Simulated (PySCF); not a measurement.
**Diatomics of Na with the second period**

PBE0 with double-zeta basis sets in PySCF, for the lowest determinant that a PBE0 search found; no spin–orbit coupling. De refers to high-spin ground-configuration atoms. A positive dipole means M(−)Na(+).

```tsv
M	basis	state (unpaired electrons)	Re (Å)	ωe (cm⁻¹)	De (eV)	μ (D)
Li	jorge-DZP-DKH	singlet (closed shell)	2.917	253	0.74	0.38
Be	aug-cc-pVDZ	doublet (σ ↑)	2.898	214	0.36	2.75
B	def2-SVP	triplet (σ ↑, π ↑)	2.490	328	0.97	5.98
C	cc-pVDZ	quartet (σ ↑, π ↑↑)	2.236	431	1.95	7.26
N	6-31G(d,p)	triplet (π ↑↑)	2.265	364	0.92	4.94
O	aug-cc-pVDZ	doublet (π ↑)	2.060	490	2.57	8.15
F	def2-SVPD	singlet (closed shell)	1.940	531	4.77	8.27
```

The shortest bond is that of NaF (1.940 Å), the longest that of NaLi (2.917 Å). NaF is bound most strongly (4.77 eV) and NaBe least (0.36 eV).

The rows differ in basis set, which adds steps of its own.

The state changes along the series, so neighbouring rows are not always alike in their bonding.

Closed-shell solutions of metal pairs were not tested for spin polarisation, which can lower them a little. Weak bonds: NaBe. Basis-set superposition, not corrected here, can be much of De in a small basis, most of all at correlated wavefunction levels. Functionals without a dispersion term scatter widely for such bonds, and LDA overbinds them. States were picked by a PBE0 search and need not be the measured ground states.
